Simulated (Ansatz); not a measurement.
Stepwise reaction of `[SiH3]OB(S)O[SiH3]` with hydrogen sulfide, as a gas-phase model of exchange steps in deposition or etching. ΔE in kJ/mol.

Computed with Ansatz on PBE0-D4/def2-TZVP structures; ΔE is electronic, products minus reactants. CCSD(T)/CBS is the MP2 limit (def2-TZVPP, def2-QZVPP) plus CCSD(T) − MP2 in def2-TZVPP, frozen cores. This one scheme is used for every species. Functionals use def2-TZVPP. B3LYP here is the variant with VWN-RPA as its local correlation; programs differ in this. Each species was taken in one conformer, which may not be the lowest.

```
step                                                 reaction  PBE-D4  B3LYP-D4  ωB97M-V  CCSD(T)/CBS
   1  `[SiH3]OB(S)O[SiH3]` + H₂S → `[SiH3]OB(S)S` + `O[SiH3]`    47.4      63.1     60.8         57.3
   2              `[SiH3]OB(S)S` + H₂S → `SB(S)S` + `O[SiH3]`    45.2      60.1     57.6         54.2
```

**Question.** By hand: ΔE of the 2 steps together at CCSD(T)/CBS.

**Answer.** (57.3) + (54.2) = 111.5 kJ/mol, or 55.8 kJ/mol a step.

In ΔE the steps differ by no more than 3.1 kJ/mol. All are uphill at CCSD(T)/CBS. PBE-D4 differs from CCSD(T)/CBS by -9.9 to -9.0 kJ/mol a step. Isolated molecules leave out the surface, adducts and barriers. Largest T1 diagnostic: 0.013.
